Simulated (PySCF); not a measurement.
## Electron correlation in As⁺ (arsenic, charge +1)

[Ar] 3d10 4s1 4p2 4d1, one real determinant (an excited configuration). Computed with PySCF 2.14 in aug-cc-pwCVDZ-PP with ECP10MDF, with scalar relativity through the core potential. Frozen: 3s2 3p6 3d10; 4 electrons correlated.

```
  level  correlation energy (mhartree)
   CCSD                         -33.79
    (T)                          -3.13
CCSD(T)                         -36.92
```

Diagnostics: T1 = 0.022, D1 = 0.0596, largest double amplitude 0.467.

Task: Is a single reference adequate?

Result: Not fully. The real determinant used has ⟨L²⟩ near 8 against 12 for a pure F term, so it mixes terms. The outer electron is Rydberg-like, and this basis confines it to a smaller radius and binds it less than a complete one would. A double-excitation amplitude exceeds 0.15, a sign of near-degeneracy.

The reference is one real determinant that mixes LS terms of this configuration.
